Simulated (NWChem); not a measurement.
Program: NWChem. System: H3AlCl3N, charge 0, spin multiplicity 1, at a geometry optimised with PBE0/def2-SVP. The structure started from a generated list of species. Level: RHF/def2-TZVP.

The NWChem input:

```
start mol
memory heap 200 mb stack 900 mb global 1100 mb
geometry units angstroms nocenter noautoz
  Al     0.008054     0.010082     0.000000
  Cl    -0.564019     0.967600     1.804812
  Cl    -0.564019     0.967600    -1.804812
  Cl     1.890260    -0.968993     0.000000
  N     -1.239427    -1.570978     0.000000
  H     -0.710773    -2.446168     0.000000
  H     -1.837853    -1.556782    -0.828906
  H     -1.837853    -1.556782     0.828906
  symmetry group Cs
end
basis spherical
  * library def2-tzvp
end
scf
  rhf
  nopen 0
  maxiter 100
  thresh 1e-7
  semidirect memsize 60000000 filesize 0
end
task scf energy
```

Output (cleaned and shortened):

```
             Northwest Computational Chemistry Package (NWChem) 7.3.0
             --------------------------------------------------------

                                NWChem Input Module
                                -------------------

 Scaling coordinates for geometry "geometry" by  1.889725989
 (inverse scale =  0.529177249)

 Turning off AUTOSYM since
 SYMMETRY directive was detected!

                             Geometry "geometry" -> ""
                             -------------------------

 Output coordinates in angstroms (scale by  1.889725989 to convert to a.u.)

  No.       Tag          Charge          X              Y              Z
 ---- ---------------- ---------- -------------- -------------- --------------
    1 Al                  13.0000     0.00805400     0.01008200     0.00000000
    2 Cl                  17.0000    -0.56401900     0.96760000     1.80481200
    3 Cl                  17.0000    -0.56401900     0.96760000    -1.80481200
    4 Cl                  17.0000     1.89026000    -0.96899300     0.00000000
    5 N                    7.0000    -1.23942700    -1.57097800     0.00000000
    6 H                    1.0000    -0.71077300    -2.44616800     0.00000000
    7 H                    1.0000    -1.83785300    -1.55678200    -0.82890600
    8 H                    1.0000    -1.83785300    -1.55678200     0.82890600

 Effective nuclear repulsion energy (a.u.)     418.5286943781

            Nuclear Dipole moment (a.u.)
            ----------------------------
        X                 Y               Z
 ---------------- ---------------- ----------------
     0.0000151178     0.0000132281     0.0000000000

      Symmetry information
      --------------------

 Group name             Cs
 Group number              2
 Group order               2
 No. of unique centers     6

      Symmetry unique atoms

     1    2    4    5    6    7


 Summary of "ao basis" -> "" (spherical)
 ------------------------------------------------------------------------------
       Tag                 Description            Shells   Functions and Types
 ---------------- ------------------------------  ------  ---------------------
 *                         def2-tzvp                  on all atoms

 Summary of "ao basis" -> "ao basis" (spherical)
 ------------------------------------------------------------------------------
       Tag                 Description            Shells   Functions and Types
 ---------------- ------------------------------  ------  ---------------------
 Al                        def2-tzvp                13       37   5s5p2d1f
 Cl                        def2-tzvp                13       37   5s5p2d1f
 N                         def2-tzvp                11       31   5s3p2d1f
 H                         def2-tzvp                 4        6   3s1p

                                 NWChem SCF Module
                                 -----------------

  ao basis        = "ao basis"
  functions       =   197
  atoms           =     8
  closed shells   =    37
  open shells     =     0
  charge          =   0.00
  wavefunction    = RHF
  use symmetry    = T
  symmetry adapt  = T

 Summary of "ao basis" -> "ao basis" (spherical)
 ------------------------------------------------------------------------------
       Tag                 Description            Shells   Functions and Types
 ---------------- ------------------------------  ------  ---------------------
 Al                        def2-tzvp                13       37   5s5p2d1f
[...]
    6  -10.5331
    7  -10.5331
    8  -10.5331
    9   -7.9997
   10   -7.9997
   11   -7.9996
   12   -7.9990
   13   -7.9990
   14   -7.9990
   15   -7.9990
   16   -7.9990
   17   -7.9990
   18   -4.9400
   19   -3.2563
   20   -3.2561
   21   -3.2561
   22   -1.2691
   23   -1.0760
   24   -1.0590
   25   -1.0589
   26   -0.7512
   27   -0.7512
   28   -0.6508
   29   -0.5484
   30   -0.5075
   31   -0.5075
   32   -0.4621
   33   -0.4604
   34   -0.4604
   35   -0.4491
   36   -0.4491
   37   -0.4338
   38    0.0793
   39    0.1427
   40    0.1572
   41    0.1572
   42    0.1880
   43    0.1880
   44    0.2179
   45    0.2432
   46    0.2676
   47    0.2831

                       ROHF Final Molecular Orbital Analysis
                       -------------------------------------

 Vector   35  Occ=2.000000D+00  E=-4.490872D-01  Symmetry=a'
              MO Center=  7.4D-01, -1.2D-01, -2.1D-10, r^2= 5.0D+00
   Bfn.  Coefficient  Atom+Function         Bfn.  Coefficient  Atom+Function
  ----- ------------  ---------------      ----- ------------  ---------------
   127      0.388689  4 Cl py               130      0.256952  4 Cl py
    52     -0.253250  2 Cl px                89     -0.253250  3 Cl px
   124      0.179914  4 Cl py                55     -0.165157  2 Cl px
    92     -0.165157  3 Cl px

 Vector   36  Occ=2.000000D+00  E=-4.490772D-01  Symmetry=a"
              MO Center= -2.9D-01,  6.9D-01,  1.8D-10, r^2= 5.0D+00
   Bfn.  Coefficient  Atom+Function         Bfn.  Coefficient  Atom+Function
  ----- ------------  ---------------      ----- ------------  ---------------
    53      0.245530  2 Cl py                90     -0.245530  3 Cl py
    52      0.188778  2 Cl px                89     -0.188778  3 Cl px
   128     -0.183789  4 Cl pz                54     -0.176724  2 Cl pz
    91     -0.176724  3 Cl pz                56      0.165203  2 Cl py
    93     -0.165203  3 Cl py

 Vector   37  Occ=2.000000D+00  E=-4.338036D-01  Symmetry=a"
              MO Center=  2.4D-01,  3.1D-01,  2.5D-13, r^2= 5.5D+00
   Bfn.  Coefficient  Atom+Function         Bfn.  Coefficient  Atom+Function
  ----- ------------  ---------------      ----- ------------  ---------------
   128      0.314772  4 Cl pz               131      0.217288  4 Cl pz
    52     -0.214111  2 Cl px                89      0.214111  3 Cl px
    53      0.168994  2 Cl py                90     -0.168994  3 Cl py
    54     -0.157604  2 Cl pz                91     -0.157604  3 Cl pz

 Vector   38  Occ=0.000000D+00  E= 7.926950D-02  Symmetry=a'
              MO Center= -1.5D+00, -1.9D+00,  4.1D-14, r^2= 5.6D+00
   Bfn.  Coefficient  Atom+Function         Bfn.  Coefficient  Atom+Function
  ----- ------------  ---------------      ----- ------------  ---------------
   153      2.351355  5 N  s                182     -0.966044  6 H  s
   188     -0.965978  7 H  s                194     -0.965978  8 H  s
     5     -0.617626  1 Al s                152     -0.321518  5 N  s
   151      0.252276  5 N  s                 42      0.197324  2 Cl s
    79      0.197324  3 Cl s                116      0.197371  4 Cl s

 Vector   39  Occ=0.000000D+00  E= 1.426698D-01  Symmetry=a'
              MO Center=  7.9D-01,  1.0D+00, -1.6D-13, r^2= 5.1D+00
   Bfn.  Coefficient  Atom+Function         Bfn.  Coefficient  Atom+Function
  ----- ------------  ---------------      ----- ------------  ---------------
    19      1.069206  1 Al py                 5      0.902199  1 Al s
    18      0.843959  1 Al px               153      0.577548  5 N  s
    42     -0.452552  2 Cl s                 79     -0.452552  3 Cl s
   116     -0.452780  4 Cl s                130     -0.391153  4 Cl py
    57      0.289251  2 Cl pz                94     -0.289251  3 Cl pz

 Vector   40  Occ=0.000000D+00  E= 1.572035D-01  Symmetry=a'
              MO Center= -8.9D-01, -2.3D+00,  2.0D-10, r^2= 5.6D+00
   Bfn.  Coefficient  Atom+Function         Bfn.  Coefficient  Atom+Function
  ----- ------------  ---------------      ----- ------------  ---------------
   182      2.120900  6 H  s                188     -1.060520  7 H  s
   194     -1.060520  8 H  s                160     -0.783461  5 N  px
   161      0.618209  5 N  py               116     -0.371654  4 Cl s
    18      0.358775  1 Al px                19     -0.283234  1 Al py
    42      0.185914  2 Cl s                 79      0.185914  3 Cl s

 center of mass
 --------------
 x =   0.06465235 y =   0.08194468 z =   0.00000000

 moments of inertia (a.u.)
 ------------------
        1330.960104800335         241.591927101837           0.000000000000
         241.591927101837        1446.450055825789           0.000000000000
           0.000000000000           0.000000000000        1140.461167355294

  Mulliken analysis of the total density
  --------------------------------------

    Atom       Charge   Shell Charges
 -----------   ------   -------------------------------------------------------
    1 Al  13    12.23   2.00  0.65  1.34  0.56  0.02  2.92  2.28  0.82  0.84  0.12  0.27  0.26  0.14
    2 Cl  17    17.37   2.01  0.45  1.52  1.07  0.86  4.19  1.69  1.08  2.88  1.61  0.00  0.02  0.00
    3 Cl  17    17.37   2.01  0.45  1.52  1.07  0.86  4.19  1.69  1.08  2.88  1.61  0.00  0.02  0.00
    4 Cl  17    17.37   2.01  0.45  1.52  1.07  0.86  4.19  1.69  1.08  2.88  1.61  0.00  0.02  0.00
    5 N    7     7.59   0.82  1.16  0.51  0.87  0.12  1.51  1.84  0.73  0.01  0.02  0.00
    6 H    1     0.69   0.25  0.37  0.03  0.03
    7 H    1     0.69   0.25  0.37  0.03  0.03
    8 H    1     0.69   0.25  0.37  0.03  0.03

       Multipole analysis of the density wrt the origin
       ------------------------------------------------

     L   x y z        total         open         nuclear
     -   - - -        -----         ----         -------
     0   0 0 0      0.000000      0.000000     74.000000

     1   1 0 0     -1.570051      0.000000      0.000015
     1   0 1 0     -1.990363      0.000000      0.000013
     1   0 0 1     -0.000000      0.000000      0.000000

     2   2 0 0    -41.576297      0.000000    319.871320
     2   1 1 0      7.415446      0.000000   -102.138025
     2   1 0 1     -0.000000      0.000000      0.000000
     2   0 2 0    -38.028868      0.000000    271.053070
     2   0 1 1     -0.000000      0.000000      0.000000
     2   0 0 2    -47.426825      0.000000    400.401823

 Task  times  cpu:       22.5s     wall:       22.5s

 Total times  cpu:       22.5s     wall:       22.5s
```
